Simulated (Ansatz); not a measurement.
`C[O][Ti]1234([OH])([OH])[C@@H]5[C@H]1[C@H]2[C@@]3(F)[C@@H]54`. Charge 0, multiplicity 1. Geometry: relaxed with PBE0-D4/def2-TZVP. It is one conformer, not always the lowest.

```xyz
20

C    -1.923   -2.021    0.172
O    -0.914   -1.224    0.696
Ti    0.430   -0.062    0.703
O     1.925   -1.116    0.885
O     0.207    0.853    2.276
C     1.691    0.872   -1.077
C     1.208    1.933   -0.291
C    -0.203    1.970   -0.406
C    -0.555    0.934   -1.280
F    -1.798    0.643   -1.653
C     0.590    0.227   -1.684
H    -2.167   -1.727   -0.854
H    -2.828   -1.930    0.781
H    -1.610   -3.071    0.170
H     1.910   -1.809    1.551
H    -0.207    0.416    3.023
H     2.717    0.547   -1.143
H     1.799    2.577    0.342
H    -0.882    2.633    0.106
H     0.610   -0.646   -2.317
```

(1) What is the dipole moment at PBE/def2-TZVPP? (Estimate.)

(2) And with r2SCAN, B3LYP, ωB97M-V? (Estimate.)

(3) Give the Mulliken charges with PBE, B3LYP, ωB97M-V in def2-TZVPP. (An estimate is asked.)

Results:

(1) The calculation gave: 1.81 D, with components (-0.99, -1.46, 0.40) D in this frame, pointing from negative to positive charge.

(2) The calculation gave: r2SCAN 1.74 D, B3LYP 1.61 D, ωB97M-V 1.53 D.

(3) Computed: 
| atom | PBE | B3LYP | ωB97M-V |
| --- | --- | --- | --- |
| C1 | -0.14 | -0.12 | -0.18 |
| O2 | -0.34 | -0.44 | -0.39 |
| Ti3 | 0.43 | 0.66 | 0.54 |
| O4 | -0.38 | -0.43 | -0.39 |
| O5 | -0.38 | -0.43 | -0.39 |
| C6 | -0.10 | -0.11 | -0.11 |
| C7 | -0.10 | -0.12 | -0.11 |
| C8 | -0.10 | -0.13 | -0.10 |
| C9 | 0.23 | 0.27 | 0.21 |
| F10 | -0.16 | -0.21 | -0.20 |
| C11 | -0.13 | -0.16 | -0.11 |
| H12 | 0.09 | 0.10 | 0.11 |
| H13 | 0.10 | 0.10 | 0.12 |
| H14 | 0.10 | 0.10 | 0.12 |
| H15 | 0.18 | 0.17 | 0.17 |
| H16 | 0.18 | 0.18 | 0.17 |
| H17 | 0.14 | 0.15 | 0.15 |
| H18 | 0.14 | 0.14 | 0.14 |
| H19 | 0.13 | 0.14 | 0.14 |
| H20 | 0.12 | 0.13 | 0.13 |

B3LYP here is the variant with VWN-RPA as its local correlation; programs differ in this.
